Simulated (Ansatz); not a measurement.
CH₄GeN₂. Charge 0, multiplicity 1. The bonds changed during the relaxation, so this is another structure than the one it started from. The geometry is a stationary point of PBE0-D4/def2-TZVP. It is one conformer, not always the lowest.

```xyz
8

N     0.280    1.781    0.167
Ge   -0.492    0.385    1.031
C     0.341   -2.355   -0.376
N    -0.216   -1.939   -1.289
H     1.228    2.067    0.353
H    -0.140    2.302   -0.585
H    -1.864    0.516    0.233
H     0.863   -2.757    0.466
```

**Question.** What is the dipole moment at r2SCAN/def2-TZVPP? (Estimate.)

**Answer.** Computed: 2.51 D, with components (2.17, -0.06, 1.26) D in this frame, pointing from negative to positive charge.

**Question.** And with PBE, B3LYP, ωB97M-V? (Best estimate.)

**Answer.** Computed: PBE 2.48 D, B3LYP 2.60 D, ωB97M-V 2.57 D.

**Question.** Give the Mulliken charges with r2SCAN, B3LYP, PBE in def2-TZVPP. (An estimate is asked.)

**Answer.** The calculation gave: 
| atom | r2SCAN | B3LYP | PBE |
| --- | --- | --- | --- |
| N1 | -0.43 | -0.40 | -0.38 |
| Ge2 | 0.14 | 0.16 | 0.10 |
| C3 | -0.17 | -0.26 | -0.30 |
| N4 | -0.03 | 0.04 | 0.09 |
| H5 | 0.17 | 0.14 | 0.16 |
| H6 | 0.18 | 0.16 | 0.18 |
| H7 | -0.08 | -0.08 | -0.07 |
| H8 | 0.22 | 0.23 | 0.22 |

B3LYP here is the variant with VWN-RPA as its local correlation; programs differ in this.
